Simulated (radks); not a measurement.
Values are calculated unless marked as measured or tabulated.
How relativity changes the ionisation of the manganese ion Mn3+ ([Ar] 3d4) to Mn4+ ([Ar] 3d3). Spin-unpolarised spherical Kohn-Sham, LDA (Slater exchange, Perdew-Wang correlation), point nucleus unless stated (finite: rms radius 3.7057 fm), a radial shooting solver on a logarithmic mesh with Libxc functionals. A level marked "c x" has the speed of light scaled by that factor and shares open shells by 2j + 1; other Dirac levels either fill j = l - 1/2 first or share by 2j + 1.

| level | E(Mn3+) (hartree) | E(Mn4+) (hartree) | IE (eV) | HOMO | <r> HOMO (bohr) |
|---|---|---|---|---|---|
| non-rel. | -1146.33662 | -1144.45051 | 51.323 | 3d | 1.038 |
| scalar-rel. | -1154.03473 | -1152.15878 | 51.047 | 3d | 1.043 |
| scalar-rel., finite nucleus | -1154.03134 | -1152.15539 | 51.047 | 3d | 1.043 |
| Dirac, 2j+1 shares | -1154.05462 | -1152.17870 | 51.046 | 3d5/2 | 1.044 |
| Dirac, low j first | -1154.06718 | -1152.18938 | 51.098 | 3d3/2 | 1.041 |
| Dirac, 2j+1 shares, finite nucleus | -1154.05123 | -1152.17531 | 51.046 | 3d5/2 | 1.044 |
| Dirac, c x 1.5 | -1149.73585 | -1147.85428 | 51.200 | 3d5/2 | 1.041 |
| Dirac, c x 2 | -1148.24268 | -1146.35913 | 51.254 | 3d5/2 | 1.040 |
| Dirac, c x 100 | -1146.33738 | -1144.45127 | 51.323 | 3d5/2 | 1.038 |

NIST Atomic Spectra Database: 51.2 eV (semi-empirical). The relativistic part of the total energy of Mn3+ is -7.715 hartree (Dirac, 2j+1 shares, finite nucleus), 0.67 % of the non-relativistic value. Spin polarisation and multiplet splitting of open shells are left out at every level.

Beside tabulated values, note that spin-unpolarised runs miss the spin-polarisation part of the exchange energy of open shells.
